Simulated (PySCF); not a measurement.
H4O3Si, SMILES `O[SiH](O)O`, neutral singlet in the gas phase. 

Z-matrix (Å, degrees):
```
Si
O 1 1.6309
H 2 0.9578 1 118.37
O 1 1.6309 2 108.63 3 56.05
H 4 0.9578 1 118.37 2 174.02
O 1 1.6309 2 108.64 3 174.05
H 6 0.9578 1 118.37 2 56.06
H 1 1.4836 2 110.30 3 -64.95
```
Charge 0, spin multiplicity 1.

All levels are single points at this geometry (PBE0-D4/def2-TZVP); Pople sets use spherical d functions. Orbital energies aren't observables, and empty levels follow the basis.

```json
[
 {"level": "B3LYP-D3(BJ)/def2-TZVP in PySCF", "HOMO (eV)": "-8.59", "LUMO (eV)": "0.45", "gap (eV)": "9.04", "dipole (D)": "1.42", "vertical IE, Delta-SCF (eV)": "–"},
 {"level": "PBE0-D4/def2-TZVP in PySCF", "HOMO (eV)": "-8.79", "LUMO (eV)": "0.86", "gap (eV)": "9.66", "dipole (D)": "1.41", "vertical IE, Delta-SCF (eV)": "–"},
 {"level": "B3LYP/6-311+G** in PySCF", "HOMO (eV)": "-8.72", "LUMO (eV)": "-0.30", "gap (eV)": "8.42", "dipole (D)": "1.73", "vertical IE, Delta-SCF (eV)": "–"},
 {"level": "BP86/6-31G* in PySCF", "HOMO (eV)": "-6.98", "LUMO (eV)": "0.78", "gap (eV)": "7.76", "dipole (D)": "1.41", "vertical IE, Delta-SCF (eV)": "–"},
 {"level": "M06-2X/6-31G* in PySCF", "HOMO (eV)": "-10.04", "LUMO (eV)": "2.62", "gap (eV)": "12.66", "dipole (D)": "1.65", "vertical IE, Delta-SCF (eV)": "–"},
 {"level": "HF/6-31G* in PySCF", "HOMO (eV)": "-12.59", "LUMO (eV)": "5.24", "gap (eV)": "17.84", "dipole (D)": "1.84", "vertical IE, Delta-SCF (eV)": "11.57"}
]
```
